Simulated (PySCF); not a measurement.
# TcCl2: PBE0 against B3LYP

Base calculation in PySCF with density fitting and no spin–orbit coupling, PBE0/def2-SVP (scalar-relativistic core potentials): sextet, D∞h, Tc–Cl 2.300 Å (×2); wavenumbers 56 (×2), 346, 421 cm⁻¹; polar-tensor charge of Tc 1.20 e, atomisation energy (no zero-point energy) 832 kJ/mol.

**Question.** What changes on going to B3LYP/def2-SVP (scalar-relativistic core potentials)?

**Answer.** The point group stays the same. Changes: mean bond to Tc +0.012 Å, highest wavenumber -6 cm⁻¹, lowest wavenumber -5 cm⁻¹, polar-tensor charge of Tc -0.04 e, atomisation energy (no zero-point energy) -44 kJ/mol. The new structure has Tc–Cl 2.312 Å (×2), with wavenumbers 51 (×2), 341, 415 cm⁻¹.

Open d or f shells are single determinants, so the state found may not be the ground state. Each species is the lowest minimum found with this bonding; other isomers or fragments can lie lower.
